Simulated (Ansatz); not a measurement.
A calculation with Ansatz (development build ahead of 0.2.0).

```yaml
crystal:
  periodic: [false, false, false]
  atoms:
    - { symbol: H, position_ang: [1.7, 2.0e-05, 0.37001] }
    - { symbol: H, position_ang: [-1.0e-05, 1.70001, 0.37005] }
    - { symbol: H, position_ang: [-1.70001, -3.0e-05, 0.36998] }
    - { symbol: H, position_ang: [0.0, -1.70002, 0.37] }
    - { symbol: H, position_ang: [1.7, 3.0e-05, -0.37002] }
    - { symbol: H, position_ang: [2.0e-05, 1.70005, -0.37] }
    - { symbol: H, position_ang: [-1.69999, 2.0e-05, -0.37001] }
    - { symbol: H, position_ang: [1.0e-05, -1.69998, -0.36999] }
basis:
  gaussian: { orbitals: def2-SVP }
total_charge: 1
magnetization:
  spin_polarized: true
  initial_magnetization: 1
hamiltonian:
  xc: hf
output:
  forces: true
```

The input is written out in the form of the current development build from the run's settings.

The run gave:

* Converged: yes
* Total energy: -3.97100 hartree
* Spin squared of the determinant: 0.770
* Stability test: minimum

Forces (eV/Å):
| atom | Fx | Fy | Fz |
| --- | --- | --- | --- |
| H1 | -0.196 | 0.000 | 2.400 |
| H2 | 0.000 | -0.196 | 2.401 |
| H3 | 0.196 | 0.000 | 2.397 |
| H4 | 0.000 | 0.195 | 2.396 |
| H5 | -0.196 | 0.000 | -2.400 |
| H6 | 0.000 | -0.196 | -2.401 |
| H7 | 0.196 | 0.001 | -2.397 |
| H8 | 0.000 | 0.196 | -2.396 |

Caution: the charge can sit on one fragment and break the point group.
